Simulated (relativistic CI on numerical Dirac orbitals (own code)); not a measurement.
# Spin-orbit doublets in the photoemission of scandium

Problem. Photoelectron lines from p, d and f shells are doublets, and peak fits need their splitting and area ratio. Find both for the 2p line of scandium, from the calculated spin-orbit constant ζ(2p) = 3.003 eV of the closed-shell ion Sc³⁺ with one hole. Is the doublet resolved if instrument, lifetime and solid give each line a width of 1.0 eV (assumed)?

Working.
1. One hole with l = 1 gives j = 3/2 and j = 1/2. For a hole the level of higher j has the lower binding energy.
2. The splitting is (l + ½)ζ = 1.5 × 3.003 = 4.504 eV.
3. The areas follow 2j + 1: 4 : 2, so the weaker line has 0.500 of the stronger one's area, if the radial matrix elements are equal.
4. Splitting over width is 4.50: two separate peaks.

Check. The difference of tabulated binding energies of the element (L2 less L3; Elam, Ravel and Sieber, Radiat. Phys. Chem. 63, 121 (2002), rounded to 0.1 eV or more) is 4.9 eV. In 3d metals and their compounds 2p-3d exchange and charge transfer change the apparent splitting by several tenths of an eV, and Coster-Kronig decay broadens 2p1/2, so equal widths must not be imposed.

All doublets of Sc³⁺, calculated as differences of Dirac-Coulomb-Breit total energies with one hole (eV):

```json
{"Shell": "2p", "Calculated": "4.516", "Without Breit and QED": "4.654", "Tabulated, element": "4.9"}
{"Shell": "3p", "Calculated": "0.5429", "Without Breit and QED": "0.5601", "Tabulated, element": ""}
```

The Breit and QED terms lower the splittings by 3.0 to 3.1 %.
